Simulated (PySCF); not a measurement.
H₇InOSi₂, SMILES [OH][In]([SiH3])[SiH3].

Geometry optimised at PBE0-D3(BJ)/def2-SVP. The structure was generated by enumeration; whether it is a known compound was not checked. The def2 effective core potentials stand for the cores of In; spin–orbit coupling is left out. Other conformers were not sampled.

Method: TDDFT-PBE/def2-SVPD in PySCF.

Vertical excitations. The molecule is in vacuum.

Q: Estimate the UV-visible absorptions. (The exact figures need the calculation; the answer reports its results.)

A: 
```json
[
 {"state": "S1", "energy (eV)": "3.77", "λ (nm)": "329", "f": "0.000", "main pairs": "HOMO→LUMO 99 %"},
 {"state": "S2", "energy (eV)": "4.51", "λ (nm)": "275", "f": "0.007", "main pairs": "HOMO−2→LUMO 99 %"},
 {"state": "S3", "energy (eV)": "4.60", "λ (nm)": "269", "f": "0.015", "main pairs": "HOMO−1→LUMO 85 %"},
 {"state": "S4", "energy (eV)": "4.94", "λ (nm)": "251", "f": "0.047", "main pairs": "HOMO→LUMO+1 58 %, HOMO→LUMO+2 32 %"},
 {"state": "S5", "energy (eV)": "5.26", "λ (nm)": "236", "f": "0.009", "main pairs": "HOMO−1→LUMO+1 95 %"},
 {"state": "S6", "energy (eV)": "5.44", "λ (nm)": "228", "f": "0.358", "main pairs": "HOMO→LUMO+2 49 %, HOMO→LUMO+1 23 %, HOMO−2→LUMO+2 11 %"},
 {"state": "S7", "energy (eV)": "5.54", "λ (nm)": "224", "f": "0.007", "main pairs": "HOMO−1→LUMO+2 96 %"},
 {"state": "S8", "energy (eV)": "5.81", "λ (nm)": "213", "f": "0.098", "main pairs": "HOMO−2→LUMO+1 37 %, HOMO−2→LUMO+2 26 %, HOMO→LUMO+3 25 %"},
 {"state": "S9", "energy (eV)": "5.90", "λ (nm)": "210", "f": "0.002", "main pairs": "HOMO−3→LUMO 97 %"},
 {"state": "S10", "energy (eV)": "5.91", "λ (nm)": "210", "f": "0.112", "main pairs": "HOMO→LUMO+3 45 %, HOMO−4→LUMO 32 %, HOMO−2→LUMO+1 11 %"},
 {"state": "T1", "energy (eV)": "3.33", "λ (nm)": "372", "f": "0", "main pairs": "HOMO→LUMO 99 %"},
 {"state": "T2", "energy (eV)": "3.89", "λ (nm)": "318", "f": "0", "main pairs": "HOMO−1→LUMO 99 %"},
 {"state": "T3", "energy (eV)": "4.17", "λ (nm)": "297", "f": "0", "main pairs": "HOMO−2→LUMO 98 %"},
 {"state": "T4", "energy (eV)": "4.27", "λ (nm)": "290", "f": "0", "main pairs": "HOMO→LUMO+1 96 %"}
]
```
Triplets are in the Tamm–Dancoff approximation, which puts them higher than full response would, so one can lie above its singlet here.
